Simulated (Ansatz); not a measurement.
Stepwise reaction of `[SiH3][SiH2][SiH2][SiH2][GeH2][SiH3]` with hydrogen, as a gas-phase model of exchange steps in deposition or etching. ΔE in kJ/mol.

Calculated with Ansatz (gas phase, PBE0-D4/def2-TZVP geometries, no zero-point term in ΔE). CBS: MP2 limit from def2 TZ/QZ plus the TZ coupled-cluster correction, frozen cores. This one scheme is used for every species. Functionals use def2-TZVPP. B3LYP here is the variant with VWN-RPA as its local correlation; programs differ in this. For Ge outer-core shells are correlated without core-valence functions, which leaves a few kJ/mol of doubt a bond. Scalar relativity is left out up to krypton. Each species was taken in one conformer, which may not be the lowest.

| step | reaction | PBE-D4 | B3LYP-D4 | ωB97M-V | CCSD(T)/CBS |
| --- | --- | --- | --- | --- | --- |
| 1 | `[SiH3][SiH2][SiH2][SiH2][GeH2][SiH3]` + H₂ → `[SiH3][SiH2][SiH2][SiH2][GeH3]` + SiH₄ | 15.0 | 4.7 | 1.2 | 6.4 |
| 2 | `[SiH3][SiH2][SiH2][SiH2][GeH3]` + H₂ → `[SiH3][SiH2][SiH2][GeH3]` + SiH₄ | 4.4 | -10.3 | -14.7 | -9.2 |
| 3 | `[SiH3][SiH2][SiH2][GeH3]` + H₂ → `[SiH3][SiH2][GeH3]` + SiH₄ | 3.0 | -12.0 | -16.3 | -10.4 |
| 4 | `[SiH3][SiH2][GeH3]` + H₂ → `[SiH3][GeH3]` + SiH₄ | 1.2 | -13.8 | -18.0 | -11.9 |

Question: Give the row of step 5, `[SiH3][GeH3]` + H₂ → GeH₄ + SiH₄. (An estimate is asked.)

Answer: Ansatz gave: 
```
step                           reaction  PBE-D4  B3LYP-D4  ωB97M-V  CCSD(T)/CBS
   5  `[SiH3][GeH3]` + H₂ → GeH₄ + SiH₄     6.4      -4.9     -7.0         -2.2
```

Question: By hand: ΔE of the 5 steps together at CCSD(T)/CBS.

Answer: (6.4) + (-9.2) + (-10.4) + (-11.9) + (-2.2) = -27.3 kJ/mol, or -5.5 kJ/mol a step.

In ΔE step 4 is the lowest and step 1 the highest. PBE-D4 differs from CCSD(T)/CBS by 8.6 to 13.6 kJ/mol a step. Isolated molecules leave out the surface, adducts and barriers. Largest T1 diagnostic: 0.013.
